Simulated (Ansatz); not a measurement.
Caution, from a PySCF single point (PBE0-D3(BJ)/def2-TZVPD) at this geometry: the highest occupied level lies above zero, so the state may not be bound. This triplet is an excited state, 1.74 eV above the relaxed singlet at the level frozen-core CCSD(T)/aug-cc-pVDZ // PBE0-D3(BJ)/def2-TZVPD (Ansatz, a program for electronic structure).

Species: H2AlO2, SMILES `[OH][Al-][OH]` (excited triplet; H–O–Al–O torsion -93°, O–Al–O–H torsion 93°) (charge -1, multiplicity 3).

Q: Give a relaxed geometry from PBE0-D3(BJ)/def2-TZVPD in Ansatz.

A: Several could match; the one computed here: the end point of this relaxation, one of several conformers (outside a Z-matrix the atoms follow the SMILES, hydrogens last).
Z-matrix (Å, degrees):
```
Al
O 1 1.7686
H 2 0.9574 1 110.33
O 1 1.7686 2 120.06 3 -92.79
H 4 0.9574 1 110.33 2 92.82
```
